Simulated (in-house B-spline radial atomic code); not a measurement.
A fraction x of an electron is removed from 4d in Cd, starting from [Kr] 4d10 5s2 and keeping the highest spin. Method: scalar-relativistic (X2C) SCAN, spin-polarised, spherical fractional occupations, Fermi nucleus of rms radius 4.6087 fm. Calculated with a B-spline radial code for spherical atoms.

```
   x  E(x) - E(0) (eV)  4d down level (eV)
   0            0.0000             -12.120
0.08            1.0062             -13.038
0.23            3.0935             -14.800
 0.3                 ?                   ?
0.48            7.1710             -17.842
 0.5            7.5303             -18.091
0.55                 ?                   ?
0.72           11.8151             -20.877
0.78           13.0910             -21.652
0.95           16.9607             -23.882
   1           18.1714             -24.547
```

Question: What belongs in the row x = 0.3?

Answer: An energy change of 4.1588 eV; 4d down at -15.639 eV.

Question: What belongs in the row x = 0.55?

Answer: An energy change of 8.4505 eV; 4d down at -18.716 eV.

Question: Check Janak's theorem between x = 0.08 and 0.23.

Answer: The slope of the energy is 13.92 eV; the orbital levels give 13.92 eV (-ε of the emptying orbital, averaged over the two points).
